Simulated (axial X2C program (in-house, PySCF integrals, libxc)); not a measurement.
## Nuclear properties of ZnTe⁺

Computed with an axial X2C code built on PySCF integrals: two-component X2C with atomic mean-field Coulomb and Gaunt terms, Gaussian nuclei, basis Te dyall-cv3z, Zn dyall-cv3z with contracted cores.

R = 2.495 Å (near the PBE0 minimum at charge 1 of the determinant lowest at the starting distance; the state shown can have its own minimum elsewhere).

Determinant lowest in the PBE0 search, Ω = 3/2 (⟨Sz⟩ = 0.55, ⟨Lz⟩ = 0.95 at PBE0), spin on the atoms Te 0.54, Zn 0.01:

```
    level  Eeff magnitude (GV/cm)  Ws magnitude Te (kHz)  A∥/gI Te (MHz)  qzz Te (a.u.)  A∥/gI Zn (MHz)  qzz Zn (a.u.)
     PBE0                    1.69                  0.666             601           6.90             -28          -0.06
       HF                    9.17                   3.33             449          -1.46            1000          -0.90
    B3LYP                    1.48                  0.575             637           7.25           -7.88           0.01
BHandHLYP                    2.01                  0.802             631           7.18           -15.5          -0.14
      LDA                    1.14                  0.431             657           7.19           -8.09           0.12
```

Determinant 0.55 eV from it at PBE0 and this distance, Ω = 1/2 (⟨Sz⟩ = -0.47, ⟨Lz⟩ = 0.97 at PBE0), spin on the atoms Te -0.52, Zn 0.05:

```
    level  Eeff magnitude (GV/cm)  Ws magnitude Te (kHz)  A∥/gI Te (MHz)  qzz Te (a.u.)  A∥/gI Zn (MHz)  qzz Zn (a.u.)
     PBE0                    3.57                   4.51            4240           6.67             807           0.01
       HF                       5                    6.3            4020           5.60            2040          -0.40
    B3LYP                    3.69                   4.66            4280           7.14             719           0.09
BHandHLYP                    4.21                   5.33            4200           6.79             899          -0.10
      LDA                    3.49                   4.39            4370           7.22             657           0.22
```

Eeff is the effective electric field on the electron electric dipole moment in this Ω state and Ws the scalar–pseudoscalar constant of the nucleus named (defined with the proton number Z and per Ω); A∥ (defined per Ω) follows by multiplying with gI = μI/(I μN); qzz is the electric field gradient, eQq0 = 234.96 MHz × Q/barn × qzz. The operators were transformed with the bare-nucleus X2C matrices; with these basis sets, hyperfine constants and field gradients can be off by tens of per cent, and where levels differ in sign neither size nor sign is settled.

Problem. With gI(125Te) = -1.7770 (g factors from the IAEA table of nuclear moments by Stone), turn the PBE0 values of the first state into constants in MHz.

Solution. A∥(125Te) = 601 × -1.7770 = -1070 MHz.

Each state is one determinant with collinear spin. Unrestricted Hartree–Fock can overshoot spin polarisation at the nuclei. Where Eeff spreads by more than a factor of two the levels disagree and none is to be relied on. The search compared states at one distance, so a state with another bond length can lie lower. Further determinants of the search, some of them spin-mixed, are not shown. Where a field gradient or hyperfine factor spreads by more than a factor of two over the levels, a constant derived from it is not to be relied on. PBE0 term energies can be off by some tenths of an eV.
